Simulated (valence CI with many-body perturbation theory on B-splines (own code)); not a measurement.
## La XVIII: M1 decay

Method: relativistic CI+MBPT: four valence electrons over a frozen Dirac-Fock core [Kr], a basis of 9 s, 9 p, 10 d, 8 f, 5 g, 3 h, 1 i functions for each j, with the one-electron correlation potential Σ1, the two-electron term Σ2, the three-electron term Σ3, Breit, model QED; selected CI, second order for the rest (own B-spline code, finite nucleus).

No measured spectrum was set against this ion. As an estimate, terms of the open shell hold to 2 to 4 % of their energy, and close levels can change places. Core correlation moves these levels by up to 7200 cm⁻¹, and in measured spectra 5 to 20 % of such shifts remained as error; rates that hang on mixing are uncertain with them. Only levels of the ground parity were solved; by the run's estimate the other parity begins above the list, which can be wrong where configurations are misplaced.

Lines 1 to 50 of 120 in falling wavelength, among levels below 238180 cm⁻¹, chosen from the decays that carry over 1 % of a level's rate. Wavelengths and rates use the calculated energies, so an error of 2000 cm⁻¹ moves a line at 11580 Å by 23 % and its rate by three times that or more. S is in atomic units (e²a₀⁴ for E2 and M2, e²a₀⁶ for E3), for M1 in squared Bohr magnetons. Weak lines are less certain than strong ones. Lines between different terms over intervals too small for the method are left out, as are lines whose strength nearly cancels.

Names give the largest LS component (configuration and term), which can be under half, so a name can repeat, a term be missing and a line seem to break the LS rules; names also repeat where a configuration has a term twice. Letters in brackets count levels of one name in rising energy.

```tsv
λ vac (Å)	Upper	Lower	Type	A (s⁻¹)	S (a.u.)
29370	4d4 5D_4	4d4 5D_3	M1	7.18e-01	6.07e+00
18310	4d4 3H_6	4d4 3H_5	M1	1.86e+00	5.49e+00
13130	4d4 5D_3	4d4 5D_2	M1	1.70e+01	9.98e+00
11580	4d4 3G_3	4d4 3H_4	M1	4.27e+00	1.72e+00
9170	4d4 5D_2	4d4 5D_1	M1	5.91e+01	8.44e+00
8427	4d4 3D_2	4d4 3P_1 [a]	M1	1.76e+01	1.96e+00
8370	4d4 3P_2 [c]	4d4 3P_2 [b]	M1	1.29e+01	1.40e+00
7864	4d4 3H_5	4d4 3H_4	M1	3.26e+01	6.46e+00
7381	4d4 3P_2 [b]	4d4 3D_1	M1	1.77e+01	1.32e+00
7056	4d4 5D_1	4d4 5D_0	M1	1.08e+02	4.22e+00
7044	4d4 3F_4 [b]	4d4 3G_5	M1	9.71e+00	1.13e+00
6451	4d4 3P_2 [a]	4d4 3D_3	M1	1.23e+01	6.15e-01
6297	4d4 3F_3 [b]	4d4 3P_2 [c]	M1	3.08e+01	2.00e+00
6227	4d4 3D_2	4d4 3F_2 [a]	M1	2.31e+01	1.03e+00
6221	4d4 3G_4	4d4 3G_3	M1	6.08e+01	4.89e+00
5772	4d4 3P_2 [b]	4d4 3P_2 [a]	M1	9.69e+00	3.46e-01
5679	4d4 3P_1 [a]	4d4 3P_0 [a]	M1	8.64e+01	1.76e+00
5675	4d4 3H_4	4d4 5D_4	M1	1.45e+02	8.81e+00
5585	4d4 3P_2 [a]	4d4 3D_2	M1	2.16e+01	6.98e-01
5415	4d4 3D_3	4d4 3F_2 [a]	M1	5.03e+00	2.07e-01
5380	4d4 3D_2	4d4 3G_3	M1	2.14e+00	6.17e-02
5224	4d4 3F_4 [a]	4d4 3H_5	M1	4.03e+01	1.92e+00
5001	4d4 3F_4 [b]	4d4 3F_3 [a]	M1	1.66e+01	6.94e-01
4813	4d4 3G_5	4d4 3G_4	M1	1.48e+02	6.71e+00
4756	4d4 3H_4	4d4 5D_3	M1	4.40e+01	1.58e+00
4612	4d4 3D_1	4d4 3D_2	M1	8.75e+01	9.55e-01
4393	4d4 3P_2 [b]	4d4 3F_3 [a]	M1	2.78e+01	4.37e-01
4343	4d4 1F_3	4d4 3P_2 [a]	M1	1.37e+01	2.91e-01
4307	4d4 3F_4 [a]	4d4 3G_3	M1	2.14e+01	5.72e-01
4047	4d4 3G_4	4d4 3H_4	M1	7.07e+01	1.56e+00
3808	4d4 3G_3	4d4 5D_4	M1	1.39e+01	1.99e-01
3696	4d4 3F_4 [c]	4d4 3F_4 [b]	M1	4.05e+01	6.82e-01
3662	4d4 3G_5	4d4 3H_6	M1	9.49e+01	1.90e+00
3593	4d4 3F_4 [b]	4d4 3F_4 [a]	M1	1.34e+02	2.07e+00
3593	4d4 3F_3 [b]	4d4 3P_2 [b]	M1	5.41e+01	6.51e-01
3513	4d4 1F_3	4d4 3F_3 [a]	M1	9.46e+01	1.06e+00
3506	4d4 3F_3 [a]	4d4 3F_2 [a]	M1	3.26e+02	3.65e+00
3416	4d4 3P_2 [c]	4d4 3P_2 [a]	M1	1.63e+02	1.21e+00
3371	4d4 3G_3	4d4 5D_3	M1	2.17e+02	2.15e+00
3359	4d4 3P_2 [a]	4d4 3P_1 [a]	M1	6.49e+01	4.56e-01
3327	4d4 3F_4 [b]	4d4 3D_3	M1	6.60e+01	8.11e-01
3296	4d4 3H_5	4d4 5D_4	M1	9.49e+01	1.39e+00
3268	4d4 3F_3 [b]	4d4 3F_4 [b]	M1	1.97e+02	1.79e+00
3220	4d4 3F_3 [a]	4d4 3G_3	M1	3.34e+02	2.89e+00
3186	4d4 1I_6	4d4 3H_6	M1	2.12e+02	3.31e+00
3139	4d4 3F_4 [a]	4d4 3H_4	M1	5.14e+02	5.31e+00
3051	4d4 3G_5	4d4 3H_5	M1	1.52e+02	1.76e+00
3046	4d4 3P_2 [b]	4d4 3D_3	M1	2.02e+02	1.06e+00
2981	4d4 3D_1	4d4 3P_1 [a]	M1	2.84e+02	8.36e-01
2944	4d4 3P_2 [a]	4d4 3F_2 [a]	M1	1.09e+02	5.17e-01
```
